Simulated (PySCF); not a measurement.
# Computed records: AlBH3

Computed with PySCF 2.14.0. Calculation on a computer-drawn molecule: vertical ionisation energy to the stated ion spin, frozen-core CCSD(T) at the basis limit and cheaper methods, single-reference cases, UHF for radicals, no spin-orbit; all values are single points at the evaluated structure, the first of each entry, which is the reference or a displaced copy of it and isn't optimised; the reference structure only sets the zero of the energies above reference; triples share is (T) over the correlation energy.

Common to all runs: charge 0; multiplicity 2; ion multiplicity 1; diffuse functions no; basis cc-pV(n+d)Z; reference is the Hartree-Fock double-zeta minimum; best is HF at quadruple zeta + MP2 correlation extrapolated from triple and quadruple zeta + CCSD(T) minus MP2 at triple zeta; basis step is the size of the change from the same recipe one zeta lower.

(1) AlBH3

Evaluated structure:
```xyz
5
AlBH3
B     -0.2129     0.7647    -2.4460
Al    -0.8602    -1.1183    -1.9881
H      0.1305     1.8772    -2.6895
H     -1.3684    -2.0624    -3.1538
H     -0.8033    -1.6072    -0.4901
```

Reference structure:
```xyz
5
AlBH3
B     -0.2242     0.7815    -2.4430
Al    -0.8552    -1.1231    -1.9912
H      0.1413     1.8833    -2.7043
H     -1.3786    -2.0570    -3.1544
H     -0.8045    -1.6148    -0.4896
```

| Quantity | Value |
| --- | --- |
| ionisation energy best | 7.969 eV |
| ionisation energy basis step | 0.0275 eV |
| energy above reference best | -0.01877 kcal/mol |
| energy above reference basis step | 0.01923 kcal/mol |
| total energy HF triple zeta | -268.2681 hartree |
| total energy CCSD(T) triple zeta | -268.4634 hartree |
| total energy best | -268.4860 hartree |
| T1 diagnostic at triple zeta | 0.0154 |
| D1 diagnostic at triple zeta | 0.03807 |
| spin squared at triple zeta | 0.7603 |
| ion T1 diagnostic at triple zeta | 0.01633 |
| ion D1 diagnostic at triple zeta | 0.04069 |
| triples share at triple zeta | 0.02595 |
| basis functions triple zeta | 111 |
| dipole magnitude HF at triple zeta | 0.8672 debye |
| dipole magnitude CCSD unrelaxed at triple zeta | 0.8861 debye |
| dipole magnitude PBE at triple zeta | 0.9114 debye |
| dipole magnitude r2SCAN at triple zeta | 0.8964 debye |
| dipole magnitude B3LYP at triple zeta | 0.9422 debye |
| dipole magnitude wB97X at triple zeta | 0.9433 debye |

Drawn bonds:
```
atom  other atom  order
   1           2      1
   1           3      1
   2           4      1
   2           5      1
```

Triple zeta:
```
 method  ionisation energy (eV)  energy above reference (kcal/mol)
     HF                   7.424                            0.03605
    PBE                   8.131                           -0.01124
 r2SCAN                   8.258                           -0.03608
  B3LYP                   8.105                           -0.03802
  wB97X                   8.013                           -0.03498
    MP2                   7.884                           0.006211
   CCSD                    7.88                           0.003799
CCSD(T)                   7.922                           0.006972
```

(2) AlBH3

Evaluated structure:
```xyz
5
AlBH3
B     -0.2757     0.7359    -2.5300
Al    -1.1056    -1.4140    -1.8154
H      0.1204     2.0866    -2.7415
H     -1.3611    -2.6123    -2.9607
H     -1.0228    -2.0843    -0.4825
```

Reference structure:
```xyz
5
AlBH3
B     -0.2242     0.7815    -2.4430
Al    -0.8552    -1.1231    -1.9912
H      0.1413     1.8833    -2.7043
H     -1.3786    -2.0570    -3.1544
H     -0.8045    -1.6148    -0.4896
```

| Item | Value |
| --- | --- |
| ionisation energy best | 7.47 eV |
| ionisation energy basis step | 0.02449 eV |
| energy above reference best | 31.86 kcal/mol |
| energy above reference basis step | 0.5973 kcal/mol |
| total energy HF triple zeta | -268.2152 hartree |
| total energy CCSD(T) triple zeta | -268.4140 hartree |
| total energy best | -268.4352 hartree |
| T1 diagnostic at triple zeta | 0.02318 |
| D1 diagnostic at triple zeta | 0.07718 |
| spin squared at triple zeta | 0.7688 |
| ion T1 diagnostic at triple zeta | 0.01382 |
| ion D1 diagnostic at triple zeta | 0.02757 |
| triples share at triple zeta | 0.02941 |
| basis functions triple zeta | 111 |
| dipole magnitude HF at triple zeta | 0.9615 debye |
| dipole magnitude CCSD unrelaxed at triple zeta | 0.9174 debye |
| dipole magnitude PBE at triple zeta | 0.9725 debye |
| dipole magnitude r2SCAN at triple zeta | 0.9325 debye |
| dipole magnitude B3LYP at triple zeta | 0.9454 debye |
| dipole magnitude wB97X at triple zeta | 0.9276 debye |

Drawn bonds:
```
atom  other atom  order
   1           2      1
   1           3      1
   2           4      1
   2           5      1
```

Triple zeta:
```
 method  ionisation energy (eV)  energy above reference (kcal/mol)
     HF                   6.905                              33.23
    PBE                   7.714                               28.9
 r2SCAN                   7.826                                 31
  B3LYP                   7.648                              31.45
  wB97X                   7.496                              32.47
    MP2                   7.363                              32.72
   CCSD                    7.37                              31.47
CCSD(T)                   7.427                              30.98
```

(3) AlBH3

Evaluated structure:
```xyz
5
AlBH3
B     -0.2246     0.8346    -2.4386
Al    -0.9040    -1.1715    -1.9971
H      0.1354     1.8476    -2.7375
H     -1.3175    -2.1430    -3.1415
H     -0.8226    -1.6610    -0.5332
```

Reference structure:
```xyz
5
AlBH3
B     -0.2242     0.7815    -2.4430
Al    -0.8552    -1.1231    -1.9912
H      0.1413     1.8833    -2.7043
H     -1.3786    -2.0570    -3.1544
H     -0.8045    -1.6148    -0.4896
```

Drawn bonds:
```
atom  other atom  order
   1           2      1
   1           3      1
   2           4      1
   2           5      1
```

To be estimated
1. AlBH3 (entry 3): ion T1 diagnostic at triple zeta?
2. What total energy best does the calculation give for AlBH3 (entry 3)?
3. AlBH3 (entry 3): ion D1 diagnostic at triple zeta?
4. Give the table of triple zeta values for AlBH3 (entry 3).

Answers
1. 0.01374
2. -268.4793 hartree
3. 0.03245
4. 
Triple zeta:
```
 method  ionisation energy (eV)  energy above reference (kcal/mol)
     HF                   7.136                              3.572
    PBE                   7.927                              4.643
 r2SCAN                   8.037                              4.366
  B3LYP                   7.875                              4.022
  wB97X                   7.753                               4.28
    MP2                   7.615                              3.791
   CCSD                   7.619                              4.029
CCSD(T)                   7.665                              4.068
```

Further results for AlBH3 (entry 3):

| Quantity | Value |
| --- | --- |
| ionisation energy best | 7.714 eV |
| ionisation energy basis step | 0.02861 eV |
| energy above reference best | 4.141 kcal/mol |
| energy above reference basis step | 0.2017 kcal/mol |
| total energy HF triple zeta | -268.2625 hartree |
| total energy CCSD(T) triple zeta | -268.4569 hartree |
| T1 diagnostic at triple zeta | 0.01564 |
| D1 diagnostic at triple zeta | 0.04396 |
| spin squared at triple zeta | 0.7608 |
| triples share at triple zeta | 0.02576 |
| basis functions triple zeta | 111 |
| dipole magnitude HF at triple zeta | 0.6494 debye |
| dipole magnitude CCSD unrelaxed at triple zeta | 0.7325 debye |
| dipole magnitude PBE at triple zeta | 0.8848 debye |
| dipole magnitude r2SCAN at triple zeta | 0.8333 debye |
| dipole magnitude B3LYP at triple zeta | 0.8461 debye |
| dipole magnitude wB97X at triple zeta | 0.7775 debye |
